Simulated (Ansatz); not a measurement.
`BF` + `N[SiH]1CN1` → `BN[SiH]1CN1` + H–F  (ligand exchange at a B–F bond)

Calculated with Ansatz (gas phase, PBE0-D4/def2-TZVP geometries, no zero-point term in ΔE). CCSD(T)/CBS is the MP2 limit (def2-TZVPP, def2-QZVPP) plus CCSD(T) − MP2 in def2-TZVPP, frozen cores. This one scheme is used for every species. DFT in def2-TZVPP. Each species was taken in one conformer, which may not be the lowest.

`BF`:

Z-matrix (Å, degrees):
```
B
F 1 1.317
H 1 1.197 2 117.8
H 1 1.198 2 117.8 3 -180.0
```

`N[SiH]1CN1`:

```xyz
10

N    -1.414    1.209   -0.034
Si   -0.266    0.079    0.488
C     0.700   -1.127   -0.491
N     1.312    0.200   -0.113
H    -1.402    1.615   -0.954
H    -2.290    1.336    0.443
H    -0.569   -0.243    1.901
H     1.095   -2.008    0.017
H     0.609   -1.279   -1.565
H     2.226    0.218    0.308
```

`BN[SiH]1CN1`:

Z-matrix (Å, degrees):
```
Si
N 1 1.727
N 1 1.698 2 116.8
C 1 1.824 2 125.6 3 -59.0
H 1 1.475 2 108.8 3 145.9
B 2 1.400 1 126.0 3 -154.6
H 2 1.011 1 116.0 3 25.8
H 3 1.007 1 132.1 2 134.4
H 4 1.088 1 124.8 2 -2.7
H 4 1.091 1 118.0 2 -156.1
H 6 1.197 2 119.8 1 -179.3
H 6 1.198 2 118.8 1 0.7
```

H–F:

Cartesian coordinates in Å:
```
F 0.163 0.065 0.425
H -0.163 -0.065 -0.425
```

| level | ΔE (kJ/mol) |
| --- | --- |
| PBE | 4.9 |
| CCSD(T)/def2-TZVPP | 4.0 |

(1) What does CCSD(T)/CBS give? (Estimate.)

Largest T1 diagnostic among the species: 0.013.

Results:

(1) Computed: +2.1 kJ/mol. The listed levels differ from it by 2.8, 1.9 kJ/mol.

In def2-TZVPP, CCSD(T) changes the Hartree–Fock value by −22.5 kJ/mol (the triples alone add −3.1 kJ/mol) and MP2 by −24.3 kJ/mol. The D4 term adds −6.1 kJ/mol with B3LYP and −3.4 kJ/mol with PBE0; it sums over pairs of atoms, weighted by their polarisabilities, and B3LYP, whose exchange is more repulsive, gets the larger term.

B3LYP here is the variant with VWN-RPA as its local correlation; programs differ in this.
